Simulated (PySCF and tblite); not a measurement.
Results of a calculation; reference values are marked as such.
System: C6H14Si, numbered as in [CH3:1][C:2]1([CH3:3])[CH2:4][CH2:5][SiH2:6][CH2:7]1.

Motion: inversion of the 5-membered ring (2–4–5–6–7). GFN2-xTB gives an electronic barrier of 3.9 kcal/mol.

(1) What does PBE0/pcSseg-1 + D3(BJ) give on GFN2-xTB geometries?

Programs: tblite and PySCF.

Results:

(1) A barrier of 5.1 kcal/mol, 1.2 above the tight-binding barrier (from unrounded values) and, with GFN2-xTB thermal terms, ΔG‡(298 K) = 5.5 kcal/mol and k = 1.1×10⁹ s⁻¹ (2 equivalent paths).
